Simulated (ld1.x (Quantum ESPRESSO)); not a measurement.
In (Z = 49), RRKJ: configuration errors across variants

ld1.x (Quantum ESPRESSO) 7.5 input, shortened:

```
&input
   title='In', zed=49., rel=1, dft='PBESOL', iswitch=3,
   config='[Kr] 4d10 5s2 5p1'
 /
 &inputp
   pseudotype=2, tm=.false., lloc=0,
   nlcc=.true., rcore=1.00
 /
3
5P  2  1   1.00   0.00  2.30  2.30  0.0
4D  3  2  10.00   0.00  1.30  1.30  0.0
5S  1  0   2.00   0.00  1.80  1.80  0.0
 &test
   configts(1)='4d10 5s2 5p1'
 /
```

All-electron excitation energies from the reference (eV): (1) 4d10 5s2 5p0 5.361; (2) 4d10 5s1 5p0 24.638; (3) 4d10 5s0 5p0 52.904; (4) 4d10 5s2 5p0.5 1.941; (5) 4d10 5s1 5p2 5.877; (6) 4d10 5s1 5p1 12.014; (7) 4d9 5s2 5p2 18.259.

3 further variants failed, have other tests or too few solved ones, and are left out.

Errors AE − PS in meV (a dash: test not solved or not reliable):

| change | (1) | (2) | (3) | (4) | (5) | (6) | (7) | bound ghosts |
| --- | --- | --- | --- | --- | --- | --- | --- | --- |
| base | -2.8 | -13 | -61 | -0.7 | -3.2 | -3.3 | -298 | none |
| wave 5p (bound): rc 2.30 bohr becomes 5p (bound): rc 2.00 bohr | -1.9 | -13 | -62 | -0.5 | -1.8 | -2.6 | -252 | none |
| wave 5p (bound): rc 2.30 bohr becomes 5p (bound): rc 2.66 bohr | -2.6 | -11 | -55 | -0.7 | -5.0 | -4.5 | -312 | none |
| wave 5p (bound): rc 2.30 bohr becomes 5p (bound): rc 2.88 bohr | -2.3 | -10 | -54 | -0.7 | -5.0 | -4.6 | -307 | none |
| wave 5p (bound): rc 2.30 bohr becomes 5p (bound): rc 3.22 bohr | -1.9 | -11 | -58 | -0.6 | -3.3 | -3.7 | -287 | none |
| wave 5p (bound): rc 2.30 bohr becomes 5p (bound): rc 3.46 bohr | -2.0 | -15 | -66 | -0.5 | -0.7 | -2.0 | -265 | none |

Problem. Give the same row for: wave 5p (bound): rc 2.30 bohr becomes 5p (bound): rc 2.24 bohr.

Solution. -2.7, -14, -62, -0.7, -2.8, -3.1, -293; bound ghosts: none.
